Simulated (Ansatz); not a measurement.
Born–Oppenheimer molecular dynamics of C₂H₈AlNSi (13 atoms, charge 0, multiplicity 1). It starts from a relaxed structure.

Level of theory: RKS B3LYP-D4/STO-3G (Ansatz 0.2.0).

```
ensemble                      : NVE (velocity Verlet)
time step                     : 1 fs
steps asked                   : 250
starting velocities drawn for : 300 K
masses                        : H 3.016 u
seed                          : 247319
```

Frames 10 fs apart, positions in Å, forces in eV/Å.

Velocities at 90 fs (Å/ps):

```
C 4.23 2.82 -0.01
Si -4.87 -1.74 1.02
N -0.64 -1.27 0.55
C -0.31 0.64 -1.53
Al 2.12 -0.71 1.42
H -2.05 8.55 -0.55
H -0.43 6.85 -5.48
H -0.84 -5.50 -10.76
H -4.77 1.07 -7.04
H -6.43 1.86 2.90
H 2.55 6.67 10.73
H 5.73 5.07 -5.81
H 19.95 -9.88 -2.58
```

```xyz
13
Properties=species:S:1:pos:R:3:forces:R:3 time_fs=90 energy_less_start_eV=0.174 T=180
C -1.286 0.086 1.226 0.82 -0.37 0.70
Si 0.201 0.373 0.053 -0.25 -0.66 0.67
N -0.087 1.630 -1.178 -1.63 0.36 -0.97
C 0.700 -1.272 -0.790 0.66 -0.32 -0.55
Al 2.128 -0.655 0.310 0.09 0.29 -0.11
H -2.232 0.398 0.772 -0.14 0.30 0.22
H -1.377 -1.007 1.425 0.05 0.61 0.04
H -1.102 0.602 2.216 -0.63 -0.46 -1.06
H -0.443 2.463 -0.628 0.17 0.25 -0.08
H -1.012 1.367 -1.705 1.25 0.17 0.58
H 0.908 -1.252 -1.881 -0.21 0.08 0.45
H 0.153 -2.189 -0.563 -0.22 -0.04 0.08
H 3.570 -0.698 0.722 0.04 -0.20 0.02
13
Properties=species:S:1:pos:R:3:forces:R:3 time_fs=100 energy_less_start_eV=0.181 T=174
C -1.263 0.103 1.197 -0.43 -0.03 1.66
Si 0.162 0.348 0.068 1.88 0.48 -0.69
N -0.125 1.633 -1.186 0.69 0.13 0.68
C 0.724 -1.265 -0.784 0.15 -0.74 -0.52
Al 2.158 -0.656 0.325 0.03 0.45 -0.08
H -2.196 0.488 0.818 -0.76 0.13 -0.54
H -1.388 -0.961 1.397 -0.22 -0.28 0.08
H -1.141 0.594 2.182 0.15 -0.16 -0.30
H -0.445 2.511 -0.690 0.15 0.04 0.10
H -1.000 1.363 -1.671 -0.87 -0.32 -0.66
H 0.928 -1.172 -1.875 -0.23 -0.11 0.51
H 0.149 -2.197 -0.602 0.24 0.43 -0.12
H 3.652 -0.817 0.671 -0.78 -0.02 -0.12
13
Properties=species:S:1:pos:R:3:forces:R:3 time_fs=110 energy_less_start_eV=0.205 T=158
C -1.298 0.111 1.232 -0.92 0.11 -1.74
Si 0.176 0.335 0.066 0.53 0.56 -0.38
N -0.163 1.633 -1.183 0.64 -0.34 0.52
C 0.767 -1.286 -0.790 -0.12 0.72 1.10
Al 2.179 -0.641 0.332 -1.42 0.28 -0.62
H -2.231 0.566 0.791 0.85 -0.65 0.38
H -1.458 -0.956 1.395 -0.29 -0.18 0.19
H -1.144 0.591 2.169 0.20 0.53 1.37
H -0.412 2.562 -0.725 -0.12 -0.59 -0.12
H -1.032 1.341 -1.701 -0.21 0.24 0.04
H 0.908 -1.119 -1.837 0.27 -0.02 -1.20
H 0.161 -2.170 -0.652 -0.18 -0.58 0.14
H 3.587 -0.958 0.604 0.76 -0.10 0.32
13
Properties=species:S:1:pos:R:3:forces:R:3 time_fs=120 energy_less_start_eV=0.297 T=94
C -1.343 0.120 1.249 1.33 -0.38 0.48
Si 0.206 0.341 0.053 -1.57 -0.04 0.79
N -0.169 1.599 -1.163 -0.93 -0.07 -1.18
C 0.790 -1.280 -0.783 -0.69 -0.08 -1.47
Al 2.171 -0.620 0.324 1.41 -0.66 -0.03
H -2.223 0.562 0.775 -0.16 0.35 0.14
H -1.598 -0.952 1.430 0.37 0.59 -0.07
H -1.140 0.602 2.253 -0.53 -0.42 -1.09
H -0.412 2.528 -0.743 0.15 0.12 0.40
H -1.081 1.378 -1.709 1.18 -0.08 0.74
H 0.930 -1.104 -1.893 0.03 -0.27 1.11
H 0.189 -2.205 -0.675 0.34 0.39 0.12
H 3.627 -1.091 0.612 -0.95 0.55 0.06
13
Properties=species:S:1:pos:R:3:forces:R:3 time_fs=130 energy_less_start_eV=0.241 T=132
C -1.322 0.119 1.241 0.38 0.47 0.37
Si 0.193 0.344 0.061 -0.38 -0.71 0.43
N -0.176 1.577 -1.169 1.24 0.04 0.27
C 0.776 -1.261 -0.815 0.39 0.17 0.81
Al 2.188 -0.616 0.308 -1.53 0.05 -0.66
H -2.189 0.609 0.820 -0.54 0.37 -0.59
H -1.655 -0.890 1.457 0.26 -0.80 -0.23
H -1.225 0.586 2.232 0.48 0.13 -0.01
H -0.372 2.478 -0.689 -0.24 0.62 0.10
H -1.052 1.346 -1.658 -0.92 -0.20 -0.44
H 0.984 -1.137 -1.871 -0.14 0.11 -0.59
H 0.265 -2.210 -0.655 -0.18 -0.13 0.05
H 3.509 -1.100 0.665 1.18 -0.12 0.51
13
Properties=species:S:1:pos:R:3:forces:R:3 time_fs=140 energy_less_start_eV=0.216 T=151
C -1.310 0.135 1.242 -1.73 0.23 -1.12
Si 0.167 0.327 0.085 0.92 -0.06 -0.16
N -0.153 1.574 -1.178 0.08 0.88 0.64
C 0.783 -1.244 -0.826 0.07 -0.52 0.19
Al 2.178 -0.617 0.278 0.91 -0.20 0.72
H -2.191 0.693 0.777 0.96 -1.01 0.54
H -1.605 -0.923 1.404 0.05 0.47 -0.10
H -1.187 0.602 2.209 0.36 0.18 0.72
H -0.377 2.491 -0.647 -0.03 -0.82 -0.69
H -1.081 1.309 -1.614 -0.12 0.26 0.00
H 0.975 -1.147 -1.896 -0.36 0.15 -0.26
H 0.313 -2.211 -0.626 -0.13 -0.07 -0.07
H 3.568 -1.080 0.823 -0.98 0.50 -0.38
13
Properties=species:S:1:pos:R:3:forces:R:3 time_fs=150 energy_less_start_eV=0.239 T=134
C -1.342 0.164 1.232 1.85 -0.62 0.55
Si 0.168 0.308 0.104 0.84 0.47 -0.46
N -0.127 1.583 -1.174 -1.18 -0.48 -0.45
C 0.798 -1.261 -0.833 -0.61 -0.35 -1.15
Al 2.183 -0.620 0.266 -0.79 0.56 0.04
H -2.169 0.651 0.762 -1.10 0.64 -0.07
H -1.556 -0.903 1.330 -0.36 -0.09 0.40
H -1.077 0.600 2.224 -0.76 -0.29 -0.58
H -0.416 2.470 -0.684 0.33 0.39 0.47
H -1.109 1.338 -1.566 0.92 -0.08 0.00
H 0.851 -1.122 -1.951 -0.09 -0.17 1.10
H 0.324 -2.236 -0.615 0.14 0.21 -0.15
H 3.457 -0.948 0.913 0.81 -0.19 0.28
13
Properties=species:S:1:pos:R:3:forces:R:3 time_fs=160 energy_less_start_eV=0.192 T=166
C -1.321 0.161 1.206 -0.38 -0.23 0.90
Si 0.196 0.303 0.105 -0.32 0.59 -0.88
N -0.134 1.586 -1.167 1.03 -0.82 0.34
C 0.775 -1.292 -0.864 0.16 0.85 1.56
Al 2.173 -0.610 0.259 0.65 -0.20 0.17
H -2.230 0.655 0.827 0.28 0.10 -0.16
H -1.596 -0.887 1.361 0.00 -0.19 0.02
H -1.127 0.574 2.216 -0.12 -0.03 -0.31
H -0.360 2.471 -0.655 -0.18 0.42 0.24
H -1.055 1.324 -1.581 -0.64 0.00 -0.32
H 0.715 -1.120 -1.915 0.27 0.07 -1.26
H 0.343 -2.257 -0.634 -0.28 -0.51 0.16
H 3.476 -0.840 1.036 -0.47 -0.05 -0.47
13
Properties=species:S:1:pos:R:3:forces:R:3 time_fs=170 energy_less_start_eV=0.290 T=98
C -1.321 0.130 1.221 -1.46 0.34 -0.78
Si 0.213 0.316 0.085 -1.23 -0.29 0.64
N -0.118 1.561 -1.148 -0.02 1.38 0.23
C 0.746 -1.287 -0.851 0.07 -0.46 -0.38
Al 2.177 -0.603 0.256 -0.02 -0.20 -0.35
H -2.235 0.692 0.849 1.09 -0.81 -0.13
H -1.641 -0.909 1.403 0.16 0.06 -0.28
H -1.193 0.563 2.196 0.61 0.37 1.07
H -0.316 2.487 -0.611 0.05 -1.12 -0.84
H -1.039 1.339 -1.621 0.00 0.19 0.16
H 0.674 -1.139 -1.958 0.46 -0.14 0.76
H 0.332 -2.306 -0.631 0.14 0.88 0.04
H 3.434 -0.766 1.057 0.15 -0.22 -0.14
13
Properties=species:S:1:pos:R:3:forces:R:3 time_fs=180 energy_less_start_eV=0.211 T=153
C -1.353 0.116 1.251 2.15 -0.20 0.45
Si 0.192 0.320 0.081 -0.57 -0.63 1.13
N -0.094 1.562 -1.143 -0.47 0.09 -1.00
C 0.738 -1.279 -0.833 0.63 0.29 -0.31
Al 2.179 -0.603 0.240 -0.38 0.08 0.07
H -2.148 0.636 0.769 -1.30 0.72 -0.25
H -1.648 -0.933 1.378 0.04 0.00 0.07
H -1.145 0.565 2.257 -0.43 -0.36 -0.81
H -0.301 2.453 -0.653 0.09 0.87 0.42
H -1.020 1.402 -1.633 0.22 -0.25 -0.02
H 0.763 -1.183 -1.931 0.08 0.01 0.22
H 0.305 -2.242 -0.586 -0.29 -0.41 0.19
H 3.440 -0.758 1.032 0.24 -0.21 -0.16
13
Properties=species:S:1:pos:R:3:forces:R:3 time_fs=190 energy_less_start_eV=0.176 T=177
C -1.320 0.106 1.242 -0.92 0.07 0.05
Si 0.155 0.308 0.108 1.22 0.66 -1.00
N -0.087 1.598 -1.170 0.32 -1.02 0.28
C 0.760 -1.279 -0.817 -0.32 -0.14 0.82
Al 2.171 -0.600 0.229 0.50 0.20 1.14
H -2.174 0.620 0.749 0.20 -0.11 0.58
H -1.629 -0.943 1.366 0.16 0.07 0.04
H -1.164 0.536 2.256 -0.18 -0.11 -0.54
H -0.253 2.505 -0.675 -0.29 0.45 0.12
H -1.002 1.406 -1.665 -0.08 0.19 0.09
H 0.870 -1.219 -1.887 -0.30 0.01 -0.81
H 0.249 -2.198 -0.517 0.15 -0.28 -0.21
H 3.509 -0.812 0.954 -0.47 0.01 -0.55
13
Properties=species:S:1:pos:R:3:forces:R:3 time_fs=200 energy_less_start_eV=0.205 T=159
C -1.328 0.090 1.224 -1.36 0.14 -0.98
Si 0.153 0.314 0.109 0.79 0.66 -1.15
N -0.070 1.604 -1.177 -0.15 1.00 0.82
C 0.765 -1.289 -0.788 -0.67 -0.69 -0.69
Al 2.170 -0.589 0.251 -0.66 0.14 0.26
H -2.233 0.614 0.843 0.42 -0.51 -0.20
H -1.576 -0.961 1.367 -0.16 -0.35 -0.06
H -1.209 0.509 2.192 0.58 0.55 1.57
H -0.249 2.578 -0.708 0.26 -1.41 -0.44
H -0.997 1.446 -1.669 0.01 -0.10 0.09
H 0.881 -1.257 -1.903 -0.38 0.05 0.86
H 0.230 -2.229 -0.502 0.55 0.58 -0.28
H 3.521 -0.880 0.746 0.79 -0.06 0.21
```

Of the whole run (250 fs, mean temperature of the second half 144 K): The conserved energy stayed within 0.4 meV per atom of its start (net change 0.23 meV per atom), so the integration is sound. Over the second half the temperature averaged 0.48 of the 300 K drawn at the start: a run that starts near a minimum puts about half its kinetic energy into the potential. A run of 0.25 ps of so small a system gives no equilibrium averages. Limits of this set-up: minimal basis.

Run time: 12 min on 1 thread of Arm Neoverse V1, with other jobs on the host, peak memory 0.11 GiB.
